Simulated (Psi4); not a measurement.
Pair of molecules: HBr (SMILES Br) (first 2 atoms) with Si2H6 (SMILES [SiH3][SiH3]); geometry from B3LYP-D3(BJ)/def2-TZVP, rigid monomers moved along the line of their centres of mass till H2···H6 is 3.51 Å.
(charge 0, multiplicity 1):
```json
[
 {"atom": "Br", "x (Å)": "-0.4993", "y (Å)": "0.2664", "z (Å)": "-0.2040"},
 {"atom": "H", "x (Å)": "0.2614", "y (Å)": "-0.5713", "z (Å)": "0.6674"},
 {"atom": "Si", "x (Å)": "0.9729", "y (Å)": "-1.1603", "z (Å)": "5.3059"},
 {"atom": "Si", "x (Å)": "-0.5557", "y (Å)": "0.6160", "z (Å)": "5.4049"},
 {"atom": "H", "x (Å)": "2.2675", "y (Å)": "-0.7776", "z (Å)": "5.9187"},
 {"atom": "H", "x (Å)": "1.2424", "y (Å)": "-1.5522", "z (Å)": "3.8955"},
 {"atom": "H", "x (Å)": "0.4418", "y (Å)": "-2.3534", "z (Å)": "6.0076"},
 {"atom": "H", "x (Å)": "-0.7882", "y (Å)": "0.9662", "z (Å)": "6.8276"},
 {"atom": "H", "x (Å)": "-1.8431", "y (Å)": "0.2206", "z (Å)": "4.7891"},
 {"atom": "H", "x (Å)": "-0.0139", "y (Å)": "1.7998", "z (Å)": "4.6993"}
]
```

Level of theory: SAPT0/aug-cc-pVDZ run with Psi4 1.11.

**Question.** Which attractive term is largest, and how does the interaction split up?

**Answer.** electrostatics -0.04, exchange 0.03, induction -0.03, dispersion -0.34, total -0.38 kcal/mol; the largest attraction is dispersion.
